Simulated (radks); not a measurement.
Values are calculated unless marked as measured or tabulated.
Ar I, 18 electrons, occupied as [He] 2s2 2p5 3s2 3p6 4p1 (not the ground configuration). Code: a radial shooting solver on a logarithmic mesh with Libxc functionals. Model: Dirac Kohn-Sham, PBE, spin-unpolarised, spherical densities, finite nucleus; open shells fill j = l - 1/2 first; Fermi nuclear charge, rms radius 3.4274 fm.

Unscreened Slater integrals over Kohn-Sham orbitals (cm^-1). Large and small components are both included. Empty in this configuration: 4s1/2.

integral,value
"F0(4p1/2,4p1/2)",29139
"F0(4p1/2,3p3/2)",38161
"G2(4p1/2,3p3/2)",1167.8
"F0(4p1/2,3p1/2)",38170
"G0(4p1/2,3p1/2)",1051.6
"F0(4p1/2,3s1/2)",38329
"G1(4p1/2,3s1/2)",1304.8
"F0(4p1/2,4s1/2)",32968
"G1(4p1/2,4s1/2)",19912
"F0(3p3/2,3p3/2)",136350
"F2(3p3/2,3p3/2)",68072
"F0(3p3/2,3p1/2)",136710
"G2(3p3/2,3p1/2)",68235
"F0(3p3/2,3s1/2)",143330
"G1(3p3/2,3s1/2)",94781
"F0(3p3/2,4s1/2)",51686
"G1(3p3/2,4s1/2)",2774.5
"F0(3p1/2,3p1/2)",137070
"F0(3p1/2,3s1/2)",143750
"G1(3p1/2,3s1/2)",95122
"F0(3p1/2,4s1/2)",51705
"G1(3p1/2,4s1/2)",2747.6
"F0(3s1/2,3s1/2)",151420
"F0(3s1/2,4s1/2)",52055
"G0(3s1/2,4s1/2)",1797.4
"F0(4s1/2,4s1/2)",39609
